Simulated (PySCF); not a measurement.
**`FC=C=Cc1ncncn1`, C6H4FN3**

Molfile (atoms numbered from 1):
```
C6H4FN3
     RDKit          3D

 14 14  0  0  0  0  0  0  0  0999 V2000
    3.7526    0.9827    0.8313 F   0  0  0  0  0  0  0  0  0  0  0  0
    3.1407    0.3322   -0.1548 C   0  0  0  0  0  0  0  0  0  0  0  0
    2.0912   -0.4270    0.0220 C   0  0  0  0  0  0  0  0  0  0  0  0
    1.0372   -1.2030    0.1472 C   0  0  0  0  0  0  0  0  0  0  0  0
   -0.3517   -0.7328    0.0348 C   0  0  0  0  0  0  0  0  0  0  0  0
   -0.5837    0.5543   -0.2449 N   0  0  0  0  0  0  0  0  0  0  0  0
   -1.8625    0.8871   -0.3257 C   0  0  0  0  0  0  0  0  0  0  0  0
   -2.8944    0.0618   -0.1559 N   0  0  0  0  0  0  0  0  0  0  0  0
   -2.5499   -1.1923    0.1152 C   0  0  0  0  0  0  0  0  0  0  0  0
   -1.3078   -1.6484    0.2226 N   0  0  0  0  0  0  0  0  0  0  0  0
    3.6002    0.4904   -1.1361 H   0  0  0  0  0  0  0  0  0  0  0  0
    1.1434   -2.2740    0.3529 H   0  0  0  0  0  0  0  0  0  0  0  0
   -2.0931    1.9352   -0.5534 H   0  0  0  0  0  0  0  0  0  0  0  0
   -3.3613   -1.9157    0.2628 H   0  0  0  0  0  0  0  0  0  0  0  0
  1  2  1  0
  2  3  2  0
  3  4  2  0
  4  5  1  0
  5  6  2  0
  6  7  1  0
  7  8  2  0
  8  9  1  0
  9 10  2  0
 10  5  1  0
  2 11  1  0
  4 12  1  0
  7 13  1  0
  9 14  1  0
M  END
```

The calculation used PySCF, quadratic response CAM-B3LYP/aug-cc-pVDZ first hyperpolarisability, Taylor convention, gas phase. Geometry: PBE0-D3(BJ)/def2-SVP.

Problem. Give the tensor of the second harmonic β(−2ω;ω,ω) at 1064 nm in the axes of these coordinates.

Solution. In au, Taylor convention; rows are the first index (the induced dipole):
|  | xx | yy | zz | xy | xz | yz |
| --- | --- | --- | --- | --- | --- | --- |
| x | +438.6 | -1.2 | -7.3 | -51.2 | +60.1 | +13.4 |
| y | -39.2 | +84.9 | +14.7 | -0.3 | +12.7 | +10.3 |
| z | +55.8 | +9.8 | +12.6 | +11.6 | -7.6 | +14.7 |

Norm of βᵢ = ⅓ Σⱼ (βᵢⱼⱼ + βⱼᵢⱼ + βⱼⱼᵢ): 441.2 au, hyper-Rayleigh value 188.9 au.
